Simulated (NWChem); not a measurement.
System: HfN$_{2}$H$_{4}$F$_{2}$; SMILES [Hf]([NH2])([F])([F])[NH2]

NWChem input:

```
start job
memory heap 200 mb stack 900 mb global 1100 mb
geometry units angstroms
  Hf    -0.028562    -0.012266    -0.025266
  F      1.822261    -0.386096    -0.003232
  F     -0.143324     1.114912     1.485310
  N     -0.827972     1.172057    -1.431449
  H     -1.134286     2.086222    -1.092167
  H     -1.408637     0.952725    -2.238780
  N     -0.780823    -1.870425     0.011289
  H     -0.078083    -2.612504     0.021950
  H     -1.611510    -2.263752    -0.427248
end
basis spherical
  * library def2-svp
end
ecp
  Hf library def2-ecp
end
dft
  xc pbe0
  iterations 150
end
driver
  maxiter 120
end
task dft optimize
```

Output (shortened):

```
             Northwest Computational Chemistry Package (NWChem) 7.3.0
             --------------------------------------------------------

 C2  symmetry detected

                             Geometry "geometry" -> ""
                             -------------------------

 Output coordinates in angstroms (scale by  1.889725989 to convert to a.u.)

  No.       Tag          Charge          X              Y              Z
 ---- ---------------- ---------- -------------- -------------- --------------
    1 Hf                  72.0000     0.00000000     0.00000000    -0.00836951
    2 F                    9.0000     1.00368194     1.03715922     1.20924437
    3 F                    9.0000    -1.00368194    -1.03715922     1.20924437
    4 N                    7.0000    -1.47145580     0.81848701    -1.09667308
    5 H                    1.0000    -2.41309396     0.53449922    -0.81863205
    6 H                    1.0000    -1.51946911     1.05278018    -2.08655345
    7 N                    7.0000     1.47145580    -0.81848701    -1.09667308
    8 H                    1.0000     2.41309396    -0.53449922    -0.81863205
    9 H                    1.0000     1.51946911    -1.05278018    -2.08655345

 Effective nuclear repulsion energy (a.u.)     780.2378025506

      Symmetry information
      --------------------

 Group name             C2
 Group number              4
 Group order               2
 No. of unique centers     5

                                Z-matrix (autoz)
                                --------

 Units are Angstrom for bonds and degrees for angles

      Type          Name      I     J     K     L     M      Value
      ----------- --------  ----- ----- ----- ----- ----- ----------
    1 Stretch                  1     2                       1.88830
    2 Stretch                  1     3                       1.88830
    3 Stretch                  1     4                       2.00487
    4 Stretch                  1     7                       2.00487
    5 Stretch                  4     5                       1.02208
    6 Stretch                  4     6                       1.01836
    7 Stretch                  7     8                       1.02208
    8 Stretch                  7     9                       1.01836
    9 Bend                     1     4     5               114.52414
   10 Bend                     1     4     6               131.00892
   11 Bend                     1     7     8               114.52414
   12 Bend                     1     7     9               131.00892
   13 Bend                     2     1     3                99.69539
   14 Bend                     2     1     4               121.05794
   15 Bend                     2     1     7               100.61171
   16 Bend                     3     1     4               100.61171
   17 Bend                     3     1     7               121.05794
   18 Bend                     4     1     7               114.24704
   19 Bend                     5     4     6               106.55381
   20 Bend                     8     7     9               106.55381
   21 Torsion                  2     1     4     5        -108.92375
   22 Torsion                  2     1     4     6         106.81082
   23 Torsion                  2     1     7     8          -0.69292
   24 Torsion                  2     1     7     9        -144.95834
   25 Torsion                  3     1     4     5          -0.69292
   26 Torsion                  3     1     4     6        -144.95834
   27 Torsion                  3     1     7     8        -108.92375
   28 Torsion                  3     1     7     9         106.81082
   29 Torsion                  4     1     7     8         130.61082
   30 Torsion                  4     1     7     9         -13.65460
   31 Torsion                  5     4     1     7         130.61082
   32 Torsion                  6     4     1     7         -13.65460

                           NWChem Geometry Optimization
                           ----------------------------

 maximum gradient threshold         (gmax) =   0.000450
 rms gradient threshold             (grms) =   0.000300
 maximum cartesian step threshold   (xmax) =   0.001800
 rms cartesian step threshold       (xrms) =   0.001200
 fixed trust radius                (trust) =   0.300000
 source of zmatrix                         =   autoz

          -------------------
          Energy Minimization
          -------------------

 Using diagonal initial Hessian
 Scaling for Hessian diagonals: bonds = 1.00  angles = 0.25  torsions = 0.10

          --------
          Step   0

                                 NWChem DFT Module
                                 -----------------

[...]

      ----------------------
      Optimization converged
      ----------------------

  Step       Energy      Delta E   Gmax     Grms     Xrms     Xmax
  ---- ---------------- -------- -------- -------- -------- --------
@   14    -359.29294105 -1.8D-07  0.00004  0.00002  0.00067  0.00149
                                     ok       ok       ok       ok

                                Z-matrix (autoz)
                                --------

 Units are Angstrom for bonds and degrees for angles

      Type          Name      I     J     K     L     M      Value     Gradient
      ----------- --------  ----- ----- ----- ----- ----- ---------- ----------
    1 Stretch                  1     2                       1.92432    0.00004
    2 Stretch                  1     3                       1.92432    0.00004
    3 Stretch                  1     4                       2.03066   -0.00002
    4 Stretch                  1     7                       2.03066   -0.00002
    5 Stretch                  4     5                       1.01801   -0.00001
    6 Stretch                  4     6                       1.01747   -0.00001
    7 Stretch                  7     8                       1.01801   -0.00001
    8 Stretch                  7     9                       1.01747   -0.00001
    9 Bend                     1     4     5               125.32120   -0.00004
   10 Bend                     1     4     6               126.34001    0.00001
   11 Bend                     1     7     8               125.32120   -0.00004
   12 Bend                     1     7     9               126.34001    0.00001
   13 Bend                     2     1     3               113.66650    0.00001
   14 Bend                     2     1     4               113.21182    0.00001
   15 Bend                     2     1     7               105.08450   -0.00002
   16 Bend                     3     1     4               105.08450   -0.00002
   17 Bend                     3     1     7               113.21182    0.00001
   18 Bend                     4     1     7               106.53725    0.00000
   19 Bend                     5     4     6               108.28602    0.00003
   20 Bend                     8     7     9               108.28602    0.00003
   21 Torsion                  2     1     4     5        -110.28266   -0.00000
   22 Torsion                  2     1     4     6          66.76152   -0.00001
   23 Torsion                  2     1     7     8          14.32406    0.00001
   24 Torsion                  2     1     7     9        -168.63176   -0.00000
   25 Torsion                  3     1     4     5          14.32406    0.00001
   26 Torsion                  3     1     4     6        -168.63176   -0.00000
   27 Torsion                  3     1     7     8        -110.28266   -0.00000
   28 Torsion                  3     1     7     9          66.76152   -0.00001
   29 Torsion                  4     1     7     8         134.71117    0.00001
   30 Torsion                  4     1     7     9         -48.24465    0.00000
   31 Torsion                  5     4     1     7         134.71117    0.00001
   32 Torsion                  6     4     1     7         -48.24465    0.00000

                         Geometry "geometry" -> "geometry"
                         ---------------------------------

 Output coordinates in angstroms (scale by  1.889725989 to convert to a.u.)

  No.       Tag          Charge          X              Y              Z
 ---- ---------------- ---------- -------------- -------------- --------------
    1 Hf                  72.0000     0.00000000     0.00000000     0.10567304
    2 F                    9.0000     0.85263851     1.36664750     1.15842485
    3 F                    9.0000    -0.85263851    -1.36664750     1.15842485
    4 N                    7.0000    -1.45984849     0.71937324    -1.10879182
    5 H                    1.0000    -2.45738796     0.55286694    -0.99245516
    6 H                    1.0000    -1.33023542     1.33711130    -1.90681335
    7 N                    7.0000     1.45984849    -0.71937324    -1.10879182
    8 H                    1.0000     2.45738796    -0.55286694    -0.99245516
    9 H                    1.0000     1.33023542    -1.33711130    -1.90681335

 Effective nuclear repulsion energy (a.u.)     766.7920817157

      Symmetry information
      --------------------

 Group name             C2
 Group number              4
 Group order               2
 No. of unique centers     5

                Final and change from initial internal coordinates
                --------------------------------------------------

                                Z-matrix (autoz)
                                --------

 Units are Angstrom for bonds and degrees for angles

[...]
```

Level: PBE0/def2-SVP with def2 effective core potentials on Hf. Not confirmed as a minimum by frequencies. def2 effective core potentials on Hf; no spin-orbit coupling.
